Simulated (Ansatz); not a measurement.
Spectroscopic constants of YCl, multiplicity 3 (an upper state: multiplicity 1 came lower at CCSD(T)/def2-TZVPP on PBE0 minima). No spin–orbit coupling.

Seven points along R, fitted to fifth degree in 1/R; most abundant isotopes. In def2 and cc sets the state is the lowest found near the PBE0 minimum, followed along R.

Codes used: Ansatz (Gaussian basis) for Hartree–Fock, density functionals and correlated methods. Values without a source in brackets are computed. In def2 rows elements past Kr take small-core potentials, without spin–orbit coupling.

Energies at wB97X-V/def2-TZVPP:

```
R (Å)       E (hartree)
--------  -------------
2.260852  -498.42933674
2.321628  -498.43488035
2.377541  -498.43779349
2.440748  -498.43906755
2.503954  -498.43864329
2.576885  -498.43653085
2.661971  -498.43244381
```

Task: With a reduced mass of 25.0974 u, find the minimum, the force constant and the constants.

Result: A fifth-degree polynomial in 1/R puts the minimum at r_e = 2.4544 Å with force constant 175 N/m. Then ω_e = (1/2πc)√(k/μ) = 344 cm⁻¹ and B_e = h/(8π²cμr_e²) = 0.1115 cm⁻¹; the cubic and quartic terms give α_e = 0.00048 and ω_e x_e = 1.0 cm⁻¹.

Ansatz is a first-principles code.
